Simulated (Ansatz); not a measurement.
(KH)4 ring (K₄H₄), 8 atoms. Hardware: 4 threads of Arm Neoverse V2 on a shared host.

Correlated methods freeze 20 core orbitals; core or outer-core shells of K are correlated, in sets that lack core-valence functions.

(1) How many basis functions does each of these Ansatz runs have, and roughly what does it cost? B3LYP-D4/def2-TZVP, charge 0 singlet, energy and forces, from earlier orbitals; r2SCAN-D4/def2-TZVP, charge 0 singlet, energy, from earlier orbitals; PBE-D4/def2-SVP, charge 1 doublet, relaxation, 4 steps; PBE-D4/def2-SVP, charge 0 singlet, energy, from earlier orbitals; PBE-D4/def2-SVP, charge 0 singlet, relaxation, 11 steps; RPA@PBE/def2-TZVP, charge 0 singlet, energy, from earlier orbitals; PBE-D4/def2-TZVP, charge 1 doublet, energy, from earlier orbitals; HSE06-D4/def2-TZVP, charge 0 singlet, energy, from earlier orbitals; MP2/def2-TZVP, charge 0 singlet, energy, from earlier orbitals; PBE-D4/def2-TZVP, charge 0 singlet, energy, from earlier orbitals; CAM-B3LYP-D4/def2-TZVP, charge 0 singlet, energy, from earlier orbitals; PBE0-D4/def2-SVP, charge 1 doublet at the geometry of the charge 0 singlet, energy with a search over starts.

Answers

(1) Other jobs shared the machine, so times can vary by a factor of up to 3. A dash marks memory too small to be measured apart from the calling script's.

| run | functions | fitting or Cholesky vectors | wall time | peak host memory (GiB) |
| --- | --- | --- | --- | --- |
| MP2/def2-TZVP, charge 0 singlet, energy, from earlier orbitals | 156 | 1488 | 1.4 s | – |
| PBE-D4/def2-SVP, charge 0 singlet, energy, from earlier orbitals | 116 | 1336 | 1.9 s | – |
| PBE-D4/def2-TZVP, charge 0 singlet, energy, from earlier orbitals | 156 | 1476 | 2.2 s | – |
| CAM-B3LYP-D4/def2-TZVP, charge 0 singlet, energy, from earlier orbitals | 156 | 1476 | 2.8 s | 0.55 |
| HSE06-D4/def2-TZVP, charge 0 singlet, energy, from earlier orbitals | 156 | 1592 | 2.9 s | – |
| PBE-D4/def2-TZVP, charge 1 doublet, energy, from earlier orbitals | 156 | 1476 | 3.7 s | – |
| B3LYP-D4/def2-TZVP, charge 0 singlet, energy and forces, from earlier orbitals | 156 | 1488 | 3.8 s | – |
| RPA@PBE/def2-TZVP, charge 0 singlet, energy, from earlier orbitals | 156 | 1488 | 4.1 s | – |
| r2SCAN-D4/def2-TZVP, charge 0 singlet, energy, from earlier orbitals | 156 | 1476 | 4.2 s | – |
| PBE-D4/def2-SVP, charge 1 doublet, relaxation, 4 steps | 116 | 1336 | 8 s | – |
| PBE0-D4/def2-SVP, charge 1 doublet at the geometry of the charge 0 singlet, energy with a search over starts | 116 | 1116 | 10 s | – |
| PBE-D4/def2-SVP, charge 0 singlet, relaxation, 11 steps | 116 | 1336 | 14 s | – |
